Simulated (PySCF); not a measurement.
Isomers C6H10N2Si:

A. SMILES CCc1nnccc1[SiH3]
B. SMILES n1ccc([SiH3])n1C1CC1
C. SMILES N[SiH2]Nc1ccccc1
D. SMILES [SiH3]NNc1ccccc1

Spectrum 1. 1H NMR (500 MHz, computed): δ 9.19 (d, 1H), 7.36 (d, 1H), 4.53 (s, 3H), 3.00 (q, 2H), 1.40 (t, 3H). 13C{1H} NMR (computed): δ 174.0 (C), 153.5 (CH), 137.8 (CH), 129.1 (C), 35.1 (CH2), 17.8 (CH3).

Spectrum 2. 1H NMR (500 MHz, computed): δ 7.23 (m, 2H), 6.78 (t, 1H), 6.61 (d, 2H), 5.24 (s, 2H), 2.90 (br s, 1H), 0.51 (br s, 2H). 13C{1H} NMR (computed): δ 151.0 (C), 134.9 (CH), 122.4 (CH), 119.4 (CH).

Spectrum 3. 1H NMR (500 MHz, computed): δ 7.30 (m, 2H), 6.83 (t, 1H), 6.74 (d, 2H), 4.70 (s, 3H), 4.41 (br s, 1H), 1.99 (br s, 1H). 13C{1H} NMR (computed): δ 153.8 (C), 135.1 (CH), 123.4 (CH), 113.8 (CH).

Spectrum 4. 1H NMR (500 MHz, computed): δ 7.40 (m, 1H), 6.57 (m, 1H), 4.55 (s, 3H), 3.22 (m, 1H), 1.52 (m, 2H), 0.89 (m, 2H). 13C{1H} NMR (computed): δ 141.7 (CH), 132.0 (C), 122.7 (CH), 35.3 (CH), 9.0 (CH2).

- PBE0-D3(BJ)/def2-SVP structure
- σ from GIAO-PBE0/pcSseg-1
- run in PySCF 2.14.0 with density-fitted response routines
- averaged over atoms made equivalent by symmetry, fast rotation or ring inversion, in vacuum, relativity neglected, one computed conformer

Chemical shifts δ = σref − σ; TMS for 1H (σref 31.27), 13C (σref 184.41), all at this level. Where no couplings were computed, multiplicities follow the n + 1 count of equivalent neighbours, and m marks all less simple cases (inequivalent or close neighbours, rings, F or P nearby). Shifts are as computed. Against solution values, carbons near 30 ppm lie about +2 ppm off and those near 130 ppm about +5 ppm (rms about the fit 1.9 ppm; single classes can miss by 10 ppm). Of 1328 compounds with measured shifts, 309 miss one by over three times the rms of a fit or turn the order of signals round; such compounds aren't used in these exercises. Signals without a measured value on file couldn't be tested in this way; 1H shifts scatter by 0.2 ppm about their fit, and single ones miss by 0.5 ppm. OH and NH positions are gas-phase values without hydrogen bonding to other molecules.

Q: Which spectrum belongs to which compound?

A: 1–A, 2–C, 3–D, 4–B.

- Spectrum 1 (A): 6 13C signals; δC 153.5 is an aromatic CH next to a ring nitrogen; δC 137.8 is an aromatic CH.
- Spectrum 2 (C): 4 13C signals; δC 151.0 is an aromatic carbon bearing nitrogen; δC 134.9 is an aromatic CH.
- Spectrum 3 (D): 4 13C signals; δC 153.8 is an aromatic carbon bearing nitrogen; δC 135.1 is an aromatic CH.
- Spectrum 4 (B): 5 13C signals; δC 141.7 is an aromatic CH next to a ring nitrogen; δC 35.3 is a three-membered-ring carbon.
